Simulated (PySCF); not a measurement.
Frontier orbitals and the lowest excitations

C3H7FSi.
Z-matrix (Å and degrees, PBE0-D3(BJ)/def2-SVP geometry), rows numbered from 1:
```
F 
C   1  1.3605
C   2  1.4812  1  118.05
C   2  1.4921  1  117.80  3   -70.85
Si  4  1.8743  2  120.28  3  -109.37
H   2  1.0948  1  111.42  3   145.38
H   3  1.0934  2  118.86  4  -108.48
H   3  1.0941  2  116.51  4   107.67
H   4  1.0962  2  115.30  3   106.51
H   5  1.4921  4  110.29  2    46.28
H   5  1.4943  4  110.77  2   -75.06
H   5  1.4951  4  109.14  2   165.74
```

Method used: PySCF 2.14.0, density-fitted response routines, TDDFT CAM-B3LYP/def2-SVPD, vertical, gas phase, core orbitals frozen in the response.

Frontier orbitals with the atoms that hold most of them (Löwdin shares over 4%, at most four atoms; ? is withheld):

```
orbital  ε (eV)                               atoms
 LUMO+2    1.76      Si5 25%, H6 16%, C2 14%, F1 7%
 LUMO+1    1.68  Si5 38%, H10 12%, H12 11%, H11 10%
   LUMO    1.22     Si5 30%, C4 10%, C3 10%, H9 10%
   HOMO   -9.74                                   ?
 HOMO-1   -9.99                                   ?
 HOMO-2  -10.81     C4 27%, Si5 27%, H10 18%, H9 8%
 HOMO-3  -11.19    Si5 31%, H12 24%, C4 10%, H10 9%
```

**Question.** Which atoms hold the HOMO, and with what shares?

**Answer.** C2 (bonded to 2 C, F and H) 28%; C4 (bonded to 2 C, Si and H) 21%; F1 (bonded to C) 18%; C3 (bonded to 2 C and 2 H) 14%. By element: carbon 63%, fluorine 18%.

**Question.** Which atoms hold the HOMO-1, and with what shares?

**Answer.** C3 (bonded to 2 C and 2 H) 26%; C4 (bonded to 2 C, Si and H) 22%; Si5 (bonded to C and 3 H) 12%; H11 (bonded to Si) 10%. By element: carbon 48% or more, silicon 12%, hydrogen 10% or more.

**Question.** How does S1 compare with the orbital gap of 10.96 eV?

**Answer.** S1 is at 7.84 eV (f = 0.0084), 3.12 eV below the gap, made of HOMO→LUMO (74%), HOMO→LUMO+2 (18%). 

**Question.** One configuration dominates each of S1 and S2. Which, and how do the shares of the two leading atoms of either orbital change from the occupied to the empty one?

**Answer.** 
- S1 (7.84 eV, f 0.0084), HOMO→LUMO (74%): C2 28% → at most 10%, C4 21% → 10%, Si5 at most 15% → 30%
- S2 (8.13 eV, f 0.0094), HOMO-1→LUMO (78%): C3 26% → 10%, C4 22% → 10%, Si5 12% → 30%
